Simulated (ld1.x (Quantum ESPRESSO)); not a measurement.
# Scattering properties, TM potential for In

indium (In), norm-conserving Troullier–Martins (Kleinman–Bylander form), made with ld1.x (Quantum ESPRESSO) 7.5 (PBE, scalar-relativistic). Core [Kr], reference 4d10 5s1.5 5p1.5. Waves: 5p (bound): rc 2.55 bohr; 4d (bound): rc 1.55 bohr; 5s (bound): rc 2.25 bohr. Local part: the s channel. Core correction: none.

The phase is arctan(r·u′/u) with u = r·R(r), unwrapped; energies in Ry, scanned from -3 to 5 Ry. A pole is an energy at which the radial function vanishes at the test radius. The pseudo phase is shifted by a multiple of π to meet the all-electron one at the reference energy, and phase errors are pseudo minus all-electron; the curves can meet again beyond the range given. Levels narrower than the energy grid can be missing from the lists of poles.

For each channel, where are the poles, and over which energies does the pseudopotential scatter like the atom?

```tsv
channel	radius (bohr)	reference energy (Ry)	poles, all-electron	poles, pseudo	unbroken range about the reference energy with phases within 0.05 rad	phase error 1 Ry above the reference energy (rad)
s	2.76	-0.64	0.62	0.59	below 2.3	-0.004
p	2.76	-0.21	1.77	1.70	below 3.3	-0.005
d	2.76	-1.43	-1.35, 3.89	-1.35, 4.81	below 0.4	+0.010
```

Phases in the s channel:

```tsv
E (Ry)	all-electron	pseudo
-3.00	1.308	1.307
-2.76	1.288	1.287
-2.52	1.264	1.263
-2.28	1.233	1.232
-2.04	1.191	1.189
-1.80	1.130	1.129
-1.56	1.036	1.034
-1.32	0.869	0.866
-1.08	0.525	0.523
-0.84	-0.166	-0.167
-0.60	-0.851	-0.852
-0.36	-1.191	-1.192
-0.12	-1.359	-1.360
0.12	-1.456	-1.458
0.36	-1.520	-1.524
0.60	-1.567	-1.572
0.84	-1.605	-1.612
1.08	-1.638	-1.647
1.32	-1.668	-1.679
1.56	-1.697	-1.713
1.80	-1.727	-1.749
2.04	-1.760	-1.792
2.28	-1.798	-1.845
2.52	-1.843	-1.918
2.76	-1.902	-2.029
3.00	-1.984	-2.221
3.24	-2.106	-2.602
3.48	-2.308	-3.288
3.72	-2.667	-3.899
3.96	-3.225	-4.212
4.20	-3.756	-4.373
4.44	-4.079	-4.469
4.68	-4.261	-4.532
4.92	-4.372	-4.578
```
